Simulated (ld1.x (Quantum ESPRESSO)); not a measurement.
# An all-electron radial function and its pseudo partner (hydrogen (H))

Columns: radius, all-electron u(r) and pseudo u(r) of the 1s shell (level -6.49 eV) of hydrogen in the configuration 1s1; PBE, scalar-relativistic, PAW scheme, ld1.x (Quantum ESPRESSO) 7.5.

| r (bohr) | all-electron | pseudo |
| --- | --- | --- |
| 0.065 | 0.1169 | 0.0830 |
| 0.130 | 0.2188 | 0.1645 |
| 0.195 | 0.3071 | 0.2431 |
| 0.260 | 0.3832 | 0.3176 |
| 0.325 | 0.4483 | 0.3867 |
| 0.390 | 0.5036 | 0.4495 |
| 0.455 | 0.5501 | 0.5055 |
| 0.520 | 0.5887 | 0.5541 |
| 0.585 | 0.6205 | 0.5952 |
| 0.650 | 0.6460 | 0.6289 |
| 0.715 | 0.6660 | 0.6555 |
| 0.780 | 0.6811 | 0.6755 |
| 0.845 | 0.6920 | 0.6896 |
| 0.910 | 0.6991 | 0.6985 |
| 0.975 | 0.7028 | 0.7031 |
| 1.040 | 0.7036 | 0.7041 |
| 1.105 | 0.7019 | 0.7022 |
| 1.170 | 0.6979 | 0.6980 |
| 1.235 | 0.6920 | 0.6920 |
| 1.300 | 0.6844 | 0.6844 |
| 1.365 | 0.6753 | 0.6753 |
| 1.430 | 0.6650 | 0.6650 |
| 1.495 | 0.6537 | 0.6537 |
| 1.560 | 0.6415 | 0.6415 |
| 1.625 | 0.6286 | 0.6286 |
| 1.690 | 0.6151 | 0.6151 |

Problem. How many radial nodes do the two functions have?

Solution. The all-electron 1s function has n − l − 1 = 0; the pseudo-wave has 0.

Problem. Where does each function peak?

Solution. Outermost all-electron maximum near 1.04 bohr, pseudo maximum near 1.04 bohr (to the table’s step).

Problem. Is the pseudo-wave norm-conserving?

Solution. No, it belongs to a PAW set: the norm inside the radius is not constrained, and the difference is carried by the augmentation charge.
